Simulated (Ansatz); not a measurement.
Reaction (ligand exchange at a Ge–C bond): `[GeH3][CH]=[Se]` + `CC(O)=S` → `CC(=S)[O][GeH3]` + `C=[Se]`

Computed with Ansatz on PBE0-D4/def2-TZVP structures; ΔE is electronic, products minus reactants. CCSD(T)/CBS adds triple-zeta CCSD(T) − MP2 to the extrapolated MP2 energy (def2 sets, frozen cores). Functionals use def2-TZVPP. HSE06 is defined as in plane-wave codes. For Ge, Se outer-core shells are correlated without core-valence functions, which leaves a few kJ/mol of doubt a bond. Scalar relativity is left out up to krypton. One conformer a species, not always the lowest.

CCSD(T)/CBS gives -0.06 eV.

(1) Another level gave -0.06 eV. Which?
A. HSE06-D4/def2-TZVPP
B. ωB97M-V/def2-TZVPP
C. BHLYP-D4/def2-TZVPP
D. LDA (SPW92)/def2-TZVPP

(2) What do rigid-rotor, harmonic-oscillator terms from PBE0-D4/def2-TZVP frequencies (298.15 K, 1 bar) make of the CCSD(T)/CBS value? (Estimate.)

Largest T1 diagnostic among the species: 0.017.

Results:

(1) B. ωB97M-V -0.06, LDA (SPW92) 0.07, BHLYP-D4 -0.12, HSE06-D4 0.01 eV.

(2) Computed: ΔZPE = -0.04 eV, ΔH = -0.09 eV, ΔS = -11 J/(mol·K), ΔG = -0.06 eV.

Leaving LDA and LC-ωPBE aside and taking each functional with its dispersion term where it has one, the values, not all of them listed here, spread over 0.13 eV, from BHLYP-D4 to PBE-D4. In def2-TZVPP, CCSD(T) changes the Hartree–Fock value by +0.09 eV (the triples alone add +0.01 eV) and MP2 by +0.11 eV. From BLYP to BHLYP (50 % exact exchange), in def2-TZVPP and without D4, ΔE moves by −0.05 eV.
